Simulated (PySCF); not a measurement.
Bonds (- single, = double, # triple, : aromatic): C1-O2, O2-C3, C3-C4, C4#N5, C3=C6, C6-Si7, Si7-C8, Si7-N9. C1 carries H10, H11, H12; C6 carries H13; Si7 carries H14; C8 carries H15, H16, H17; N9 carries H18, H19. Stereochemistry as in CO/C(C#N)=C/[Si@@H](C)N.

Level of theory: coordinates at the GFN2-xTB level, NMR shieldings at PBE0/pcSseg-1/GIAO, in PySCF 2.14 (non-relativistic Hamiltonian, one averaged value for each set of equivalent atoms, one computed conformer, gas phase).

δ = σ(ref) − σ, references computed at the same level: TMS for 13C.

Do the 13C shifts follow the atomic charges (in e)? Tabulate both.

Answers


| atoms | hybridisation | δ (ppm) | σ para (ppm) | Hirshfeld | IAO | Mulliken | ESP-fitted |
| --- | --- | --- | --- | --- | --- | --- | --- |
| C3 | sp2 | 148.3 | -218 | +0.08 | +0.17 | +0.25 | +0.20 |
| C6 | sp2 | 129.5 | -207 | -0.15 | -0.46 | -0.40 | -0.58 |
| C4 | sp | 120.3 | -200 | +0.09 | +0.11 | -0.01 | +0.42 |
| C1 | sp3 | 58.1 | -114 | -0.03 | -0.21 | -0.04 | -0.15 |
| C8 | sp3 | -2.6 | -64 | -0.22 | -0.73 | -0.65 | -0.60 |

Correlation coefficients of δ with charge over these carbons: Hirshfeld +0.68, IAO +0.74, Mulliken +0.69, ESP-fitted +0.55; with the paramagnetic shielding -0.99. With so few points, grouped by hybridisation, these coefficients are fragile. Charge is one influence among several: hybridisation and low-lying excitations act through the paramagnetic term.

Shifts are as computed. Against solution values, carbons near 30 ppm lie about +3 ppm off and those near 130 ppm about +5 ppm. Of 1309 compounds with measured shifts, 239 miss one by over three times the rms of a fit or turn the order of signals round; such compounds aren't used in these exercises.
